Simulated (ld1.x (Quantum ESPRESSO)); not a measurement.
# Transferability test, PAW potential for Al (Z = 13)

```
Element                 : Al
Generator               : ld1.x (Quantum ESPRESSO) 7.5
Type                    : PAW
Functional              : BP86
Relativity              : scalar-relativistic
Frozen core             : [Ne]
Valence charge          : 3
Reference configuration : 3s2 3p1
Partial waves           : 3s (bound): rcut 2.15, rcutus 2.25 bohr; 3s channel at 2.35 Ry: rcut 2.15, rcutus 2.25 bohr; 3p (bound): rcut 2.15, rcutus 2.50 bohr; 3p channel at 3.55 Ry: rcut 2.15, rcutus 2.50 bohr; 3d channel at 0.4 Ry: rcut 1.65, rcutus 1.90 bohr; 3d channel at 1.4 Ry: rcut 1.65, rcutus 1.90 bohr
Local potential         : all-electron potential smoothed inside 1.90 bohr (lloc = -1)
Core correction         : Bessel-smoothed model core, default radius (core density twice the valence density)
Augmentation charge     : PSQ, radius 1.35 bohr
```

Energies are relative to the spin-unpolarised reference configuration 3s2 3p1; without spin polarisation the order of configurations can differ from experiment.

```csv
valence configuration,charge,ΔE all-electron (eV),error AE − PS (meV)
3s1 3p0,+2,25.227,-23
3s2 3p0.5,+0.5,2.135,-0.1
3s1 3p2,0,5.147,-1.4
3s1 3p1,+1,11.685,-4.2
3s0 3p3,0,10.471,-5.5
```

Q: What are ΔE and the potential's error for 3s2 3p0?

A: ΔE = 5.860 eV all-electron; the error (AE − PS) is -1.0 meV.

Q: What are ΔE and the potential's error for 3s2 3p1.3?

A: ΔE = -0.604 eV all-electron; the error (AE − PS) is 0.0 meV.
